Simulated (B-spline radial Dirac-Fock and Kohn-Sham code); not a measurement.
**Magnetic form factor of the 4d shell of Ag¹⁰⁺**

System: Ag¹⁰⁺ in the configuration 1s2 2s2 2p6 3s2 3p6 3d10 4s2 4p6 4d1.

The run's input, task.json:

```json
{"items": [{
  "Z": 47,
  "q": 10,
  "cfg": [[1, 0, 2], [2, 0, 2], [2, 1, 6], [3, 0, 2], [3, 1, 6], [3, 2, 10], [4, 0, 2], [4, 1, 6], [4, 2, 1]],
  "A": 107,
  "rrms": 4.5454,
  "do": ["scatter"],
  "s": [0.0, 0.08, 0.1, 0.12, 0.15, 0.18, 0.22, 0.26, 0.32, 0.39, 0.48, 0.58, 0.71, 0.86, 1.05, 1.28, 1.56, 1.91, 2.32, 2.83, 3.45, 4.2, 5.12],
  "pz": [0, 0.1, 0.14, 0.2, 0.29, 0.42, 0.6, 0.86, 1.2, 1.8, 2.5, 3.6, 5.1, 7.3, 10.0, 15.0, 21.0, 31.0, 44.0, 63.0, 90.0],
  "hv_scatter": [1000, 2000, 5000, 8047.8, 17479.3, 20000, 30000, 1000000]
}]}
```

Command: `python xray_run.py task.json out`

These are calculated numbers from a radial B-spline solver; the model is relativistic Hartree-Fock (Dirac-Fock) wave functions, averaged over the configuration. ⟨j_K⟩ is the integral of the 4d radial density with the spherical Bessel function j_K(4πsr), s = sin θ/λ.

| s (Å⁻¹) | ⟨j0⟩ | ⟨j2⟩ | ⟨j4⟩ |
| --- | --- | --- | --- |
| 0 | 1.0000 | 0.0000 | 0.0000 |
| 0.08 | 0.9465 | 0.0212 | 0.0002 |
| 0.1 | 0.9176 | 0.0324 | 0.0004 |
| 0.12 | 0.8833 | 0.0456 | 0.0008 |
| 0.15 | 0.8232 | 0.0681 | 0.0019 |
| 0.18 | 0.7547 | 0.0928 | 0.0038 |
| 0.22 | 0.6546 | 0.1271 | 0.0078 |
| 0.26 | 0.5500 | 0.1599 | 0.0140 |
| 0.32 | 0.3963 | 0.2010 | 0.0272 |
| 0.39 | 0.2390 | 0.2296 | 0.0479 |
| 0.48 | 0.0912 | 0.2318 | 0.0781 |
| 0.58 | 0.0021 | 0.1973 | 0.1070 |
| 0.71 | -0.0268 | 0.1267 | 0.1249 |
| 0.86 | -0.0044 | 0.0532 | 0.1151 |
| 1.05 | 0.0301 | 0.0036 | 0.0771 |
| 1.28 | 0.0426 | -0.0064 | 0.0319 |
| 1.56 | 0.0307 | 0.0061 | 0.0035 |

Radial moments of the shell: ⟨r²⟩ = 1.162, ⟨r⁴⟩ = 2.048, ⟨r⁶⟩ = 5.039 in powers of bohr.
